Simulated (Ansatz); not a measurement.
Reaction (redistribution): `B[CH2][GeH2][F]` + `[GaH2][GeH3]` → `[F][GeH2][GaH2]` + `B[CH2][GeH3]`

Program: Ansatz. Geometries: PBE0-D4/def2-TZVP. ΔE: electronic, gas phase. CCSD(T)/CBS is the MP2 limit (def2-TZVPP, def2-QZVPP) plus CCSD(T) − MP2 in def2-TZVPP, frozen cores. DFT in def2-TZVPP. B3LYP here is the variant with VWN-RPA as its local correlation; programs differ in this. For Ga, Ge outer-core shells are correlated without core-valence functions, which leaves a few kJ/mol of doubt a bond. Scalar relativity is left out up to krypton. One conformer a species, not always the lowest.

```csv
level,ΔE (kJ/mol),difference from CCSD(T)/CBS
PBE-D4,8.1,-3.9
r2SCAN-D4,10.9,-1.1
PBE0-D4,10.3,-1.7
B3LYP-D4,8.6,-3.4
ωB97X-V,11.1,-0.9
ωB97M-V,10.6,-1.4
B2PLYP,10.4,-1.6
PBE,8.3,-3.7
r2SCAN,10.9,-1.1
PBE0,10.5,-1.5
B3LYP,9.0,-3.0
HF/def2-TZVPP,13.7,1.7
MP2/def2-TZVPP,12.3,0.3
SCS-MP2/def2-TZVPP,11.5,-0.5
CCSD/def2-TZVPP,12.4,0.4
CCSD(T)/def2-TZVPP,12.1,0.1
HF/def2-QZVPP,13.2,1.2
MP2/def2-QZVPP,12.1,0.1
SCS-MP2/def2-QZVPP,11.4,-0.6
HF/CBS(def2),13.1,1.1
MP2/CBS(def2),12.3,0.3
CCSD/CBS(def2),12.4,0.4
CCSD(T)/CBS,12.0,0
```

Largest T1 diagnostic among the species: 0.013.
